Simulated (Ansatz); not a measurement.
Cartesian coordinates in Å:
```
Si -0.7052 -1.9822 -0.3175
O 0.6224 -1.2553 0.3225
B 1.0926 -0.0491 0.7272
S 2.6000 -0.0818 1.7486
O 0.5115 1.1381 0.4163
Si -0.6325 1.7547 -0.5937
H -1.9114 -1.1436 -0.0868
H -0.8721 -3.2912 0.3554
H -0.5061 -2.1798 -1.7736
H 2.6931 1.2499 1.8792
H -0.1571 3.0825 -1.0470
H -1.9151 1.8963 0.1369
H -0.8200 0.8616 -1.7674
```

Total charge 0; spin multiplicity 1.

**Question.** List the ωB97M-V/def2-TZVPP orbital energies in eV (Ansatz). (Estimate.)

**Answer.** Computed: Occupied: -2426.54, -1807.83, -1807.80, -526.61, -526.58, -220.56, -190.03, -163.67, -163.57, -163.50, -148.83, -148.80, -102.98, -102.95, -102.92, -102.92, -102.89, -102.89, -31.92, -31.03, -23.28, -19.75, -19.21, -16.61, -15.72, -15.31, -15.08, -13.70, -13.66, -13.09, -12.35, -12.18, -11.52, -11.37, -11.22, -9.72. Lowest empty: 1.30, 2.20, 2.44, 2.59, 2.83, 2.94, 3.08, 3.28.
